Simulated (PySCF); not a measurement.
Species: C5H11NOSi2.
Atom-mapped SMILES: `[CH3:1][CH2:2][Si@@H:3]1[O:4][SiH2:5][CH2:6][C@H:7]1[C:8]#[N:9]`

Cartesian coordinates in Å at the PBE0-D3(BJ)/def2-SVP level; atoms count from 1:
```xyz
20
C5H11NOSi2 angstrom
C      2.8078    0.6012    0.0739
C      1.9721   -0.6507   -0.1924
Si     0.2724   -0.5783    0.5707
O     -0.6696   -1.9086    0.1748
Si    -2.2302   -1.5946   -0.3629
C     -2.2999    0.2836   -0.0932
C     -0.8412    0.7905   -0.2096
C     -0.6178    2.1072    0.3496
N     -0.4147    3.1425    0.8308
H      2.9493    0.7739    1.1522
H      3.8079    0.5196   -0.3784
H      2.3359    1.5081   -0.3358
H      1.8455   -0.8228   -1.2756
H      2.4787   -1.5509    0.1968
H      0.3336   -0.3996    2.0511
H     -3.2356   -2.3393    0.4453
H     -2.3606   -1.9795   -1.7993
H     -2.6756    0.4700    0.9272
H     -2.9745    0.8155   -0.7824
H     -0.5466    0.8263   -1.2752
```

NICS is the negative of the GIAO shielding at a point without a nucleus: at the ring centre (0) and 1 Å above and below it (1); zz is the component along the ring normal. Level: GIAO PBE0/pcSseg-1 (PySCF, non-relativistic, gas phase) on the PBE0-D3(BJ)/def2-SVP geometry, one conformer.

Ring bond lengths (Å), with Mayer bond orders in brackets: Si3–O4 1.677 (0.92), O4–Si5 1.680 (0.91), Si5–C6 1.899 (0.90), C6–C7 1.549 (0.99), C7–Si3 1.929 (0.77).

**Question.** What do the NICS probes read (ppm)?

**Answer.** 
```json
{"ring": "Si3–O4–Si5–C6–C7", "type": "5-membered ring with O and 2 Si; formal bonds all single", "NICS(0)": "-5.5", "NICS(1), two faces": "-2.8 / -3.6", "NICS(1)zz, two faces": "-1.1 / -1.5", "rms pucker (Å)": "0.17", "centre to ring atoms, mean (Å)": "1.47"}
```

**Question.** What can be read from them?

**Answer.** 
- Si3–O4–Si5–C6–C7: mean NICS(1)zz -1.3 ppm, near zero. Si3, Si5, C6, C7 have four or more neighbours; no verdict on aromaticity is drawn.

**Question.** At the first NICS(1) probe listed for ring Si3–O4–Si5–C6–C7, 1 Å off the ring, how large is the induced field along the normal in 14.1 T applied along it?

**Answer.** NICSzz × B0 = -1.1 ppm × 14.1 T = -16 μT, against the applied field.

**Question.** How shielded are the nuclei of the rings and their hydrogens (means over atoms taken as equivalent)?

**Answer.** 
```json
{"atoms": "Si3", "environment": "oxygen-bound silicon", "σ isotropic (ppm)": "332.8", "principal values of the symmetric part, first atom (ppm)": "286.4, 340.9, 371.1"}
{"atoms": "O4", "environment": "siloxane oxygen", "σ isotropic (ppm)": "283.9", "principal values of the symmetric part, first atom (ppm)": "227.1, 299.8, 324.9"}
{"atoms": "Si5", "environment": "oxygen-bound silicon", "σ isotropic (ppm)": "351.3", "principal values of the symmetric part, first atom (ppm)": "300.3, 335.8, 417.9"}
{"atoms": "C6", "environment": "sp3 carbon bound to silicon", "σ isotropic (ppm)": "169.7", "principal values of the symmetric part, first atom (ppm)": "150.7, 169.7, 188.6"}
{"atoms": "C7", "environment": "sp3 carbon bound to silicon", "σ isotropic (ppm)": "171.9", "principal values of the symmetric part, first atom (ppm)": "162.1, 170.1, 183.4"}
{"atoms": "H15", "environment": "Si–H hydrogen", "σ isotropic (ppm)": "26.40", "principal values of the symmetric part, first atom (ppm)": "23.5, 24.7, 31.0"}
{"atoms": "H16", "environment": "Si–H hydrogen", "σ isotropic (ppm)": "26.12", "principal values of the symmetric part, first atom (ppm)": "22.8, 23.7, 31.9"}
{"atoms": "H17", "environment": "Si–H hydrogen", "σ isotropic (ppm)": "26.32", "principal values of the symmetric part, first atom (ppm)": "22.9, 23.9, 32.2"}
{"atoms": "H18", "environment": "methylene hydrogen", "σ isotropic (ppm)": "29.98", "principal values of the symmetric part, first atom (ppm)": "25.8, 27.8, 36.3"}
{"atoms": "H19", "environment": "methylene hydrogen", "σ isotropic (ppm)": "29.87", "principal values of the symmetric part, first atom (ppm)": "25.1, 27.3, 37.2"}
{"atoms": "H20", "environment": "methine hydrogen", "σ isotropic (ppm)": "29.80", "principal values of the symmetric part, first atom (ppm)": "26.5, 28.1, 34.8"}
```

**Question.** How do the values depend on the level or the medium?

**Answer.** 
```csv
level,"NICS(0), Si3–O4–Si5–C6–C7","mean NICS(1)zz, Si3–O4–Si5–C6–C7"
"PBE0/pcSseg-1, gas",-5.5,-1.3
"wB97X-D/pcSseg-1, gas",-5.3,-1.1
"PBE0/pcSseg-1, IEF-PCM dimethylsulfoxide",-5.5,-1.2
"PBE0/pcSseg-1, IEF-PCM tetrahydrofuran",-5.5,-1.2
```

The geometry is the same throughout; the continuum's cavity takes Bondi-type radii × 1.2.

Hardware: Arm Neoverse N1, one thread, no GPU, shared host with 64 logical CPUs at a one-minute load of 60. Cost: 1.7 min wall (grids of density and orbitals included), 1.0 GiB resident at most. This is the whole shielding run at PBE0/pcSseg-1, SCF included.
